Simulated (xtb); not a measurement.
CH4AlI, SMILES [AlH]([CH3])[I]. All values are semi-empirical tight-binding results from xtb (GFN2-xTB unless named), good for trends rather than for accurate numbers. Geometry: GFN2-xTB.

Optimised geometry:

Bond lengths (Å): Al1–H2 1.535, Al1–I3 2.521, Al1–C4 1.978, C4–H5 1.098, C4–H6 1.098, C4–H7 1.097. Angles (°): H2–Al1–I3 112.0, H2–Al1–C4 121.9, I3–Al1–C4 126.1, Al1–C4–H5 112.6, Al1–C4–H6 112.6, Al1–C4–H7 111.8, H5–C4–H6 105.9, H5–C4–H7 106.8, H6–C4–H7 106.8.
Charge 0, spin multiplicity 1.

For metal compounds this method's bond lengths and energies can be far off.

* **point group as xtb finds it**: Cs
* **orbital gap**: 4.70 eV
* **zero-point energy**: 25.8 kcal/mol
* **G − E(el) at 298.15 K (modified RRHO)**: 6.4 kcal/mol

Computed atomic charges and the Wiberg bond orders between heavy atoms:
charges (e) Al1 0.35, H2 -0.16, I3 -0.17, C4 -0.22, H5 0.07, H6 0.07, H7 0.07. Bond orders Al1–I3 1.28, Al1–C4 1.08.
